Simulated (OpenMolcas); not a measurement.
# Mo2+: the spin-orbit constant, worked from levels

* Program: OpenMolcas
* Basis: ANO-RCC-VQZP [8s7p5d3f2g1h]
* Scalar Hamiltonian: DKH2, point nucleus
* Active space: 10 electrons in 8 orbitals (RAS1 4p, at most 2 holes; RAS2 4d)
* State averaging: 2S+1 = 5 even, 5 roots; 2S+1 = 3 even, 45 roots; 2S+1 = 1 even, 50 roots
* Spin-orbit coupling: state interaction with AMFI integrals over the reference wave functions, term energies averaged over their components

Methods: RASSCF; MS-RASPT2, IPEA 0.25 Eh, imaginary shift 0.1 Eh (closed shells correlated: 4s). Measured levels: Sugar and Musgrove, J. Phys. Chem. Ref. Data 17, 155 (1988).

**The spin-orbit constant.** For the Hund term 5D of d4, E(J) = (A/2) J(J+1) + constant and ζ = 2S·A = 4A. From J = 0 to J = 4 the energy changes by 10 A.

```csv
Source,E(4) - E(0),A,ζ
RASSCF,1918.6,191.9,767
MS-RASPT2,1928.0,192.8,771
measured,1872.3,187.2,749
```

All in cm-1. MS-RASPT2 is off by +3.0 % and RASSCF by +2.5 %. Both methods take the spin-orbit matrix elements from the reference wave functions, so the second can move ζ only through the term energies and any multistate remixing. Second-order mixing with other terms is absorbed into this ζ.

Term energies are means over components that CASPT2 splits; among the terms shown or strongly mixed into the levels shown the widest spread is 93 cm-1 (4d4 5D, MS-RASPT2). Active for correlation alone: 4p; no level in the range computed is led by a configuration that opens it, so any true level of that kind is missing. Without dynamic correlation excited terms often stand tens of per cent too high (terms of higher spin than the ground term too low), and those without a measured partner can miss by more than the paired ones (holds for RASSCF). Computed and measured levels are paired by configuration, term and J; levels that our copy of the source lacks, or whose pairing is in doubt (as where it misses far off the trend of its configuration), stay unpaired and out of the deviations. Levels of configurations outside the active space are missing.
